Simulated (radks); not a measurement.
The table gives one normalised radial function P(r) = r R(r) (large component) of Sb3+ in [Kr] 4d10 5s2 (r in bohr). Calculated with a radial shooting solver on a logarithmic mesh with Libxc functionals: Dirac Kohn-Sham, PBE, spin-unpolarised, spherical densities, finite nucleus; Fermi nuclear charge, rms radius 4.6802 fm.

r,P
0.003454,0.0079
0.00457,0.0133
0.006047,0.0222
0.007938,0.0361
0.0105,0.0585
0.0139,0.0928
0.01839,0.1431
0.02433,0.2121
0.03219,0.2977
0.04259,0.3871
0.0559,0.4487
0.07397,0.4364
0.09787,0.2893
0.1295,-0.0160
0.1713,-0.4047
0.2267,-0.6720
0.2999,-0.5679
0.3937,-0.0341
0.5209,0.7114
0.6893,1.1977
0.912,1.1503
1.207,0.7377
1.597,0.3215
2.112,0.0909
2.773,0.0160
3.669,0.0014
4.854,0.0000
6.423,0.0000

Which n and l does it have? It may be an empty orbital.

Answer. n = 4, l = 1: the number of nodes gives n - l - 1 = 2, the rise at small r points to l (this Dirac orbital starts outside the nucleus as r^gamma with gamma = sqrt((l + 1)^2 - (Z/c)^2) = 1.97; the j = 3/2 orbital of l + 1 starts with the same power, but with a smaller coefficient, and then steepens), and the extent must fit the shell. The curve is that of 4p3/2; the two j differ most near the nucleus, where j = l - 1/2 has the larger amplitude, and in heavy atoms j = l - 1/2 is also the more compact. 4p3/2: eigenvalue -128.52 eV, 2 radial nodes at r = 0.128, 0.399 bohr, <r> = 0.861 bohr, 90 % of the charge inside 1.26 bohr.
